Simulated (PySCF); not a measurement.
**Dipole moment and polarisability of ZrH4**

Species: ZrH4 (singlet state).
Geometry (PBE0-D3(BJ)/def2-SVP, Å), atoms numbered from 1 in this order:
```
atom  x, y, z in Å
Zr1    0.0001    0.0005    0.0001
H2     0.0122   -0.0161    1.8441
H3     1.7346    0.0111   -0.6261
H4    -0.8792    1.5077   -0.5967
H5    -0.8677   -1.5032   -0.6215
```

Level: B3LYP/def2-SVPD (PySCF), static field, nuclei fixed, core orbitals frozen in the response. The polarisability tensor in these axes (au):

```
x   53.62  0.00  0.00
y    0.00 53.61  0.00
z    0.00  0.00 53.61
```

Diagonalise the tensor; give its mean and Δα, where Δα² is half the sum of the squared differences of the eigenvalues.

Principal values 53.61, 53.61 and 53.62 au; mean 53.61 au = 7.94 Å³ = 8.84 × 10⁻⁴⁰ C²·m²/J; Δα = 0.01 au (0 % of the mean). Point group Td makes the tensor isotropic, so any spread comes from the grid or from a geometry that is symmetric only within 0.08 Å.

What is the dipole moment?

0.00 D; point group Td allows none.

What would n − 1 = 2πNα be for an ideal gas of these molecules at 400 K and 1 atm, electronic part alone?

N = p/kT = 1.8347 × 10¹⁹ cm⁻³, so n − 1 = 2π × N × 7.94 × 10⁻²⁴ cm³ = 916 × 10⁻⁶ at long wavelengths.

Sum over states: ᾱ = Σ f/ω², ω in Eh. What share falls to these 10 lowest TDDFT singlets (eV, f)? 3.94, 0.0000; 3.94, 0.0000; 3.94, 0.0000; 4.21, 0.0033; 4.21, 0.0033; 4.22, 0.0033; 5.00, 0.0000; 5.00, 0.0000; 5.06, 0.0000; 5.06, 0.0000.

They add up to 0.41 au, 0.8 % of the 53.61 au; the largest single term is 0.14 au, from the state at 4.21 eV. Terms in order: 0.00, 0.00, 0.00, 0.14, 0.14, 0.14, 0.00, 0.00, 0.00, 0.00 au. Higher excitations give the rest. The strengths listed sum to 0.010.

Find the Langevin capture rate constant for NH4+ (18.034 u) meeting this molecule (93.936 u), k = 2.342 × 10⁻⁹ cm³/s × √(α in Å³ / reduced mass in u).

The reduced mass is 15.13 u, so k = 1.70 × 10⁻⁹ cm³/s.

Molar refractivity from α?

Lorentz–Lorenz: R = (4π/3)N_A α = 2.5225 cm³/(mol·Å³) × 7.94 Å³ = 20.0 cm³/mol, in the limit of long wavelengths.

Isolated species at its PBE0-D3(BJ)/def2-SVP geometry, gas phase. Atoms past krypton carry effective core potentials; spin–orbit coupling is left out.
